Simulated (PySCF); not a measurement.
# Radial density of Ar⁺ (argon, charge +1)

UHF, [Ne] 3s2 3p5, 2P determinant. Computed with PySCF 2.14 in cc-pV(T+d)Z, with the non-relativistic Hamiltonian (point nucleus).

```tsv
r (bohr)	4πr²ρ (e/bohr)	4πr²(ρα − ρβ)
0.00174	0.1366	0.0000
0.00292	0.3705	0.0000
0.00491	0.9756	0.0001
0.00826	2.448	0.0001
0.0139	5.657	0.0004
0.0234	11.40	0.0011
0.0393	18.34	0.0044
0.0661	20.66	0.0194
0.111	15.72	0.0712
0.187	16.40	0.1582
0.315	20.95	0.1209
0.529	9.696	0.0063
0.890	4.526	0.4997
1.50	4.746	0.6909
2.52	0.9666	0.1380
4.24	0.03095	0.0033
```
